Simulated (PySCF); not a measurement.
SMILES [Si](OC)([OH+]C)(C)C (C4H13O2Si (cation, charge +1)), GFN2-xTB optimised geometry.

```
20

C     -2.26    -1.43    -2.30
O     -1.24    -1.06    -1.40
Si    -1.15    -0.29     0.00
C     -1.42     1.58     0.00
C     -1.65    -1.30     1.52
O      0.71    -0.29     0.00
C      1.51    -1.45    -0.23
H     -1.78    -1.90    -3.16
H     -2.95    -2.13    -1.83
H     -2.81    -0.55    -2.63
H     -2.48     1.81    -0.09
H     -1.08     2.05     0.92
H     -0.91     2.06    -0.83
H     -2.73    -1.33     1.64
H     -1.25    -0.88     2.44
H     -1.31    -2.33     1.45
H      1.15     0.33     0.60
H      1.66    -2.02     0.69
H      0.99    -2.06    -0.96
H      2.48    -1.15    -0.64
```

Density from CAM-B3LYP/def2-SVP (PySCF 2.14.0) at that geometry.

Minimum of the electron density along straight lines between bonded atoms, close to the bond critical point (lines longer than 1.1 times the sum of covalent radii, or with two minima, are not listed):

```
bond    length / Å  ρ at the minimum / e bohr⁻³  ∇²ρ there / e bohr⁻⁵  position (fraction from the first atom)
------  ----------  ---------------------------  --------------------  ---------------------------------------
C1–O2        1.414                        0.235                 -0.08                                     0.33
O2–Si3       1.597                        0.138                   [?]                                     0.59
Si3–C4       1.886                        0.120                  0.29                                     0.38
Si3–C5       1.889                        0.120                  0.28                                     0.38
Si3–O6       1.859                        0.073                  0.42                                     0.40
O6–C7        1.432                        0.222                  0.03                                     0.67
C1–H8        1.089                        0.287                 -1.15                                     0.65
C1–H9        1.089                        0.286                 -1.13                                     0.65
C1–H10       1.089                        0.286                 -1.13                                     0.65
C4–H11       1.087                        0.272                 -1.01                                     0.64
C4–H12       1.087                        0.272                 -1.00                                     0.64
C4–H13       1.089                        0.272                 -1.01                                     0.64
C5–H14       1.087                        0.272                 -1.01                                     0.64
C5–H15       1.087                        0.272                 -1.00                                     0.64
C5–H16       1.089                        0.271                 -1.00                                     0.64
O6–H17       0.966                          [?]                   [?]                                     0.83
C7–H18       1.090                        0.286                 -1.15                                     0.66
C7–H19       1.086                        0.289                 -1.20                                     0.67
C7–H20       1.089                        0.286                 -1.16                                     0.66
```

### Question
Fill in the missing entries.

### Answer

- O2–Si3, ∇²ρ there / e bohr⁻⁵: 1.19
- O6–H17, ρ at the minimum / e bohr⁻³: 0.343
- O6–H17, ∇²ρ there / e bohr⁻⁵: -2.67
